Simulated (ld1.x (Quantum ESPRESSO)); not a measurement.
An all-electron radial function and its pseudo partner (nitrogen)

Columns: radius, all-electron u(r) and pseudo u(r) of the 2p shell (level -13.44 eV) of nitrogen in the configuration [He] 2s2 2p2.5; PBE, scalar-relativistic, TM scheme, ld1.x (Quantum ESPRESSO) 7.5.

```
r (bohr)  all-electron  pseudo
   0.072        0.0439  0.0184
   0.145        0.1408  0.0729
   0.217        0.2537  0.1566
   0.290        0.3674  0.2632
   0.362        0.4698  0.3797
   0.435        0.5598  0.4981
   0.507        0.6338  0.6051
   0.580        0.6946  0.6961
   0.652        0.7412  0.7641
   0.725        0.7756  0.8104
   0.798        0.7985  0.8357
   0.870        0.8111  0.8441
   0.942        0.8154  0.8405
   1.015        0.8125  0.8288
   1.088        0.8035  0.8125
   1.160        0.7900  0.7940
   1.232        0.7727  0.7741
   1.305        0.7523  0.7525
   1.378        0.7295  0.7295
   1.450        0.7054  0.7054
   1.522        0.6801  0.6801
   1.595        0.6538  0.6538
   1.668        0.6271  0.6271
   1.740        0.6007  0.6007
   1.812        0.5744  0.5744
   1.885        0.5481  0.5481
```

How many radial nodes do the two functions have?

The all-electron 2p function has n − l − 1 = 0; the pseudo-wave has 0.

At about which radius was the pseudo-wave matched?

1.45 bohr. The columns agree to 0.0005 from 1.30 bohr on; several derivatives are matched, so the curves merge somewhat inside the radius.

Where does each function peak?

Outermost all-electron maximum near 0.94 bohr, pseudo maximum near 0.87 bohr (to the table’s step).

Is the pseudo-wave norm-conserving?

Yes: the TM scheme keeps the norm inside the radius equal to the all-electron one, which fixes the energy derivative of the logarithmic derivative at the level.
